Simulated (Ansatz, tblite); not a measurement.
Cost and result up the ladder for Ge₃S₆ (9 atoms). Total charge 0; singlet. Geometry: r2SCAN-D4/def2-SVP.

```xyz
9

Ge    2.116   -0.277   -0.480
Ge   -0.599    0.541    2.034
Ge   -1.517   -0.264   -1.554
S    -2.168    0.264    0.496
S    -2.922   -0.497   -2.993
S    -1.152    1.042    3.916
S     4.074   -0.540   -0.922
S     0.613   -0.560   -2.081
S     1.555    0.291    1.585
```

Ansatz on 4 threads of Arm Neoverse V1 on a shared host; xTB runs through tblite on one thread. Times are rough, summed over both states, and most runs start from the orbitals of an earlier one. PBE0-D4/def2-TZVP serves as the yardstick here, not as an exact answer. The other state is a doublet.

The xTB rows come from tblite. Another isomer (singlet) lies 0.11 eV lower at PBE0-D4/def2-TZVP; other spin states weren't run for this one.

Raw xTB energies of ions are shifted by several eV.

| level | functions | vertical IE (eV) | difference from PBE0-D4/def2-TZVP (eV) |
| --- | --- | --- | --- |
| PBE-D4/def2-TZVP | 366 | 8.35 | -0.52 |
| GFN1-xTB | 81 | 12.94 | 4.07 |
| GFN2-xTB | 81 | 13.13 | 4.26 |
| PBE0-D4/def2-TZVP | 366 | 8.87 | 0.00 |

Estimate how long each takes.

GFN2-xTB 0.043 s; GFN1-xTB 0.044 s; PBE-D4/def2-TZVP 31 s; PBE0-D4/def2-TZVP 1.8 min. On shared hardware such times vary by a factor of up to 3.
